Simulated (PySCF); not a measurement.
2H-1,3,5-oxadiazine (C3H4N2O), SMILES C1=NC=NCO1. Atoms are numbered in the order given.

```xyz
10

C     -0.9151    -0.9441    -0.0202
N     -1.3820     0.2239    -0.2613
C     -0.4495     1.2628    -0.1034
N      0.8101     1.1361     0.0550
C      1.3308    -0.1957     0.0315
O      0.3454    -1.2459     0.2821
H     -1.5642    -1.8302    -0.0097
H     -0.8819     2.2719    -0.1062
H      2.0966    -0.3289     0.8094
H      1.7931    -0.4036    -0.9531
```
Charge 0, spin multiplicity 1.

The structure is a stationary point at B3LYP-D3(BJ)/def2-SVP. The values are those of a single conformer.

These are PySCF with PBE/def2-TZVP values and carry that method's errors.

Atomic charges (e):

```csv
atom,Mulliken,Löwdin
C1,…,-0.34
N2,-0.21,0.08
C3,-0.02,-0.31
N4,…,0.09
C5,0.00,-0.32
O6,-0.18,0.26
H7,0.14,0.14
H8,…,0.14
H9,…,0.13
H10,…,0.13
```

What belongs in the gaps? (Estimate from the structure and the level; the computed values follow.)


- C1, Mulliken: 0.07
- N4, Mulliken: -0.17
- H8, Mulliken: 0.13
- H9, Mulliken: 0.13
- H10, Mulliken: 0.11

Computed Mayer and Wiberg (Löwdin basis) orders of the bonds:
```json
[
 {"bond": "C1–N2", "Mayer": "1.80", "Wiberg": "2.15"},
 {"bond": "N2–C3", "Mayer": "1.16", "Wiberg": "1.48"},
 {"bond": "C3–N4", "Mayer": "1.90", "Wiberg": "2.22"},
 {"bond": "N4–C5", "Mayer": "1.10", "Wiberg": "1.44"},
 {"bond": "C1–O6", "Mayer": "1.24", "Wiberg": "1.78"},
 {"bond": "C5–O6", "Mayer": "0.91", "Wiberg": "1.31"},
 {"bond": "C1–H7", "Mayer": "0.95", "Wiberg": "0.86"},
 {"bond": "C3–H8", "Mayer": "0.95", "Wiberg": "0.86"},
 {"bond": "C5–H9", "Mayer": "0.95", "Wiberg": "0.89"},
 {"bond": "C5–H10", "Mayer": "0.94", "Wiberg": "0.88"}
]
```
